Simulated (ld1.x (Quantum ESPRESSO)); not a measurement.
# Cutoff test, Cu, ultrasoft

ld1.x (Quantum ESPRESSO) 7.5 input, shortened:

```
&input
   title='Cu', zed=29., rel=0, dft='WC', iswitch=3,
   config='[Ar] 3d10 4s0.5 4p0.5'
 /
 &inputp
   pseudotype=3, tm=.true., lloc=-1, rcloc=2.70,
   nlcc=.false.,
   which_augfun='PSQ', rmatch_augfun=1.20
 /
6
4S  1  0   0.50   0.00  1.75  2.40  0.0
4S  1  0   0.00   0.10  1.75  2.40  0.0
4P  2  1   0.50   0.00  2.20  2.90  0.0
4P  2  1   0.00   3.35  2.20  2.90  0.0
3D  3  2  10.00   0.00  1.35  1.65  0.0
3D  3  2   0.00   2.20  1.35  1.65  0.0
 &test
   configts(1)='3d10 4s0.5 4p0.5'
 /
```

The pseudo-atom Hamiltonian at the reference potential is diagonalised in spherical Bessel functions j_l(qr) that vanish at 20 bohr, with q² up to the cutoff. All-electron valence levels (Ry): 4s -0.3822, 4p -0.0855, 3d -0.4677.

Q: How do the lowest levels (Ry) of each channel move with the cutoff, and are there ghosts?

A:

| cutoff (Ry) | s #1 | s #2 | p #1 | d #1 | d #2 | f #1 | Σ f·Δε (mRy) |
| --- | --- | --- | --- | --- | --- | --- | --- |
| 8 | -0.3821 | -0.0208 | -0.0854 | 0.0356 | 0.1318 | 0.0862 | 5033.4 |
| 12 | -0.3822 | -0.0208 | -0.0854 | 0.0348 | 0.1246 | 0.0862 | 5024.8 |
| 15 | -0.3822 | -0.0208 | -0.0854 | -0.0156 | 0.0409 | 0.0862 | 4521.3 |
| 21 | -0.3822 | -0.0208 | -0.0854 | -0.3640 | 0.0366 | 0.0862 | 1037.3 |
| 25 | -0.3822 | -0.0208 | -0.0854 | -0.4169 | 0.0365 | 0.0862 | 508.7 |
| 35 | -0.3822 | -0.0208 | -0.0854 | -0.4656 | 0.0364 | 0.0862 | 21.6 |
| 45 | -0.3822 | -0.0208 | -0.0854 | -0.4671 | 0.0364 | 0.0862 | 5.9 |
| 50 | -0.3822 | -0.0208 | -0.0854 | -0.4673 | 0.0364 | 0.0862 | 4.3 |
| 60 | -0.3822 | -0.0208 | -0.0854 | -0.4676 | 0.0364 | 0.0862 | 1.3 |
| 70 | -0.3822 | -0.0208 | -0.0854 | -0.4677 | 0.0364 | 0.0862 | 0.6 |
| 90 | -0.3822 | -0.0208 | -0.0854 | -0.4677 | 0.0364 | 0.0862 | 0.3 |
| 400 | -0.3822 | -0.0208 | -0.0854 | -0.4677 | 0.0364 | 0.0862 | 0.0 |

Result: no extra level below or beside the all-electron valence levels (s, p, d, f tested); 10 mRy is reached at 40 Ry and 1 mRy at 70 Ry.

Its largest configuration-test error is -1244 meV.
